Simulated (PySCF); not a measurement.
PBE on V⁻ (vanadium, charge -1), [Ar] 3d4 4s2, high-spin 5D determinant. All numbers are calculated (PySCF 2.14, no relativity, point nucleus, in aug-cc-pV5Z).

```
cycle= 1 E= -943.704270011695  delta_E= -0.024  |g|= 0.174  |ddm|= 7.69
cycle= 2 E= -943.641436748479  delta_E= 0.0628  |g|= 0.46  |ddm|= 1.11
cycle= 3 E= -943.714561361784  delta_E= -0.0731  |g|= 0.0105  |ddm|= 1.31
cycle= 4 E= -943.713908643167  delta_E= 0.000653  |g|= 0.0343  |ddm|= 0.602
cycle= 5 E= -943.71477530331  delta_E= -0.000867  |g|= 0.00308  |ddm|= 0.271
cycle= 6 E= -943.714781151295  delta_E= -5.85e-06  |g|= 0.000437  |ddm|= 0.0323
cycle= 7 E= -943.714781362347  delta_E= -2.11e-07  |g|= 4.91e-05  |ddm|= 0.00628
cycle= 8 E= -943.714781365887  delta_E= -3.54e-09  |g|= 1.98e-05  |ddm|= 0.002
cycle= 9 E= -943.714781366595  delta_E= -7.08e-10  |g|= 4.01e-06  |ddm|= 0.000658
converged SCF energy = -943.714781366595  <S^2> = 6.0624613  2S+1 = 5.0249224
```

Highest occupied orbital energy: 1.814 eV; ⟨L²⟩ = 6.05; populations by l: s 8.00, p 12.00, d 4.00, f 0.00.

Task: Can this result be used?

Result: With care. The run converged. ⟨S²⟩ = 6.06 against 6.00 shows spin contamination. At PBE the highest occupied level has a positive energy, so only the finite basis holds that electron; in a semilocal or global hybrid functional this comes from self-interaction and does not mean that the real anion is unbound.
